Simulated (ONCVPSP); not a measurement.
Before and after: ONCV potential for Ta (Z = 73)

ONCVPSP 4.0.1 input, shortened (lines: element, Z, core and valence counts, functional; n l f; lmax; l rc ep ncon nbas qcut; lloc lpopt rc5 dvloc0; l nproj debl; icmod fcfact rcfact), revPBE, scalar-relativistic:

```
  Ta 73.00    9    5  -102130      upf
    1    0    2.00
    2    0    2.00
    2    1    6.00
    3    0    2.00
    3    1    6.00
    3    2   10.00
    4    0    2.00
    4    1    6.00
    4    2   10.00
    4    3   14.00
    5    0    2.00
    5    1    6.00
    5    2    3.00
    6    0    2.00
    3
    0    1.95    0.00    4    7    4.70
    1    1.70    0.00    4    9    9.90
    2    2.20    0.00    4    8    8.10
    3    0.85    0.00    4    9   21.40
    4    4    0.75    0.00
    0    3    1.10
    1    2    2.90
    2    2    3.10
    3    1    1.10
    1    0.35    0.00
```

All-electron outer shells of the reference configuration (revPBE, scalar-relativistic, ld1.x):

| shell | level (eV) | outermost node (bohr) | outermost maximum (bohr) |
| --- | --- | --- | --- |
| 4d | -222.19 | 0.22 | 0.46 |
| 5s | -72.97 | 0.54 | 0.98 |
| 5p | -39.37 | 0.58 | 1.13 |
| 4f | -24.67 | – | 0.44 |
| 6s | -5.39 | 1.32 | 2.78 |
| 5d | -3.54 | 0.65 | 1.58 |

Change: s: debl 0.2.

Cutoffs: the cutoffs (Ha) at which the residual kinetic energy of the hardest occupied pseudo-wave falls to 1 and 0.1 mHa per electron; they do not see the model core or the augmentation charge, which bear on the density cutoff. Errors are all-electron minus pseudo energies relative to the spin-unpolarised reference configuration.

Q: What does the change do?

A: The potential gets neither clearly harder nor softer (190 Ha and 206 Ha → 190 Ha and 206 Ha); a bound ghost appears in s, which as a rule spoils a file; the lowest positive-energy flag moves from s at 9.1 eV to s at 2.8 eV; the errors of the 4 common tests hardly move.

| quantity | base | changed |
| --- | --- | --- |
| cutoff, loose | 190 Ha | 190 Ha |
| cutoff, tight | 206 Ha | 206 Ha |
| bound ghosts | none | s |
| GHOST(+) flags under 300 eV | s at 9.1 eV, p at 174.3 eV | s at 2.8 eV, p at 174.3 eV |
| error for 4f14 5s2 5p6 5d3 6s1, meV [ΔE 8.39 eV] | -5.0 | -5.1 |
| error for 4f14 5s2 5p6 5d3 6s0, meV [ΔE 23.23 eV] | -18 | -18 |
| error for 4f14 5s2 5p6 5d2 6s0, meV [ΔE 46.72 eV] | -13 | -13 |
| error for 4f14 5s2 5p5 5d3 6s2, meV [ΔE 44.94 eV] | -55 | -56 |
| s: phases at 1.98 bohr within 0.05 rad from the reference energy up to (Ha; the scan ends near 5) | to the end of the scan | to the end of the scan |
| p: phases at 1.73 bohr within 0.05 rad from the reference energy up to (Ha; the scan ends near 5) | to the end of the scan | to the end of the scan |
| d: phases at 2.23 bohr within 0.05 rad from the reference energy up to (Ha; the scan ends near 5) | to the end of the scan | to the end of the scan |
| f: phases at 0.86 bohr within 0.05 rad from the reference energy up to (Ha; the scan ends near 5) | 4.6 | 4.6 |
| rms error of d²Exc/dni dnj with the model core, mHa | 2.46 | 2.46 |

 A true bound ghost makes a file unfit for plane-wave use even where its test errors are small: the radial tests pick states by their node count and pass the ghost by.
